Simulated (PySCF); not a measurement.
Work out the structure from these simulated measurements.

Formula: C5H8OSi.

* 1H NMR: chemical shifts (computed TMS as zero) by class: 6.06 (1 H), 5.98 (1 H), 5.90 (1 H), 4.90 (2 H), 3.63 (3 H) ppm [GIAO PBE0/pcSseg-1]
* 13C NMR: chemical shifts (computed TMS as zero) by class: 139.8 (1 C), 124.7 (1 C), 113.4 (1 C), 98.1 (1 C), 52.9 (1 C) ppm [GIAO PBE0/pcSseg-1]
* Polarisability: 95.9 au [wB97X-D/def2-SVPD]
* Triplet: lowest triplet excitation (Tamm–Dancoff): 3.36 eV [TDA wB97X-D/def2-SVPD]
* Dipole: 1.95 D [wB97X-D/def2-SVPD]
* Rotational structure: rotational constants A, B, C: 5.699, 0.820, 0.735 GHz [PBE0-D3(BJ)/def2-SVP]
* NMR, other nuclei: isotropic shieldings of nuclei other than C and H, by class: 331 (1 O), 397 (1 Si) ppm [GIAO PBE0/pcSseg-1]

The electronic properties come from PySCF, for the isolated species, density fitting. Levels stand in brackets. Geometry: PBE0-D3(BJ)/def2-SVP, one conformer, isolated molecule. NMR values are class means; diastereotopic atoms form classes of their own.

Task: Give a SMILES that accounts for the data.

Result: Numbering: `[CH2:1]=[CH:2][C:3]#[C:4][SiH2:5][O:6][CH3:7]`. Its formula, C5H8OSi, gives 3 degrees of unsaturation: 0 rings and 3 π bonds in the structure found. 5 carbons fall into 5 classes; from least to most shielded: terminal =CH2 carbon [C1] (139.8 ppm), alkene CH carbon [C2] (124.7 ppm), alkyne carbon [C3] (113.4 ppm), alkyne carbon [C4] (98.1 ppm), methoxy carbon [C7] (52.9 ppm). Hydrogen classes from least to most shielded: 1 H on a terminal =CH2 carbon, C1 (6.06 ppm), 1 H on an alkene CH carbon, C2 (5.98 ppm), 1 H on a terminal =CH2 carbon, C1 (5.90 ppm), 2 H on an oxygen-bound silicon, Si5 (4.90 ppm), 3 H on a methoxy carbon, C7 (3.63 ppm). The other shieldings belong to: 331 ppm, silyl ether oxygen [O6]; 397 ppm, oxygen-bound silicon [Si5]. The optimised geometry has point group C1 and is an asymmetric top. Structure: `C=CC#C[SiH2]OC`. Computed isomers that give other values at the same levels: `CC#C/C=C\O[SiH3]` (13C chemical shifts (computed TMS as zero) by class: 159.9 (1 C), 98.1 (1 C), 92.6 (1 C), 80.0 (1 C), 5.9 (1 C) ppm); `CC#C/C=C/O[SiH3]` (13C chemical shifts (computed TMS as zero) by class: 164.6 (1 C), 95.3 (1 C), 93.2 (1 C), 79.8 (1 C), 5.7 (1 C) ppm); `COC1=CC=C[SiH2]1` (13C chemical shifts (computed TMS as zero) by class: 179.3 (1 C), 159.7 (1 C), 116.4 (1 C), 113.1 (1 C), 56.5 (1 C) ppm). The assignments are read from this structure; whether some other isomer fits the data as well wasn't checked.

The values belong to the conformer `[CH2:1]=[CH:2][C:3]#[C:4][SiH2:5][O:6][CH3:7]`: C4–Si5–O6–C7 -56°.
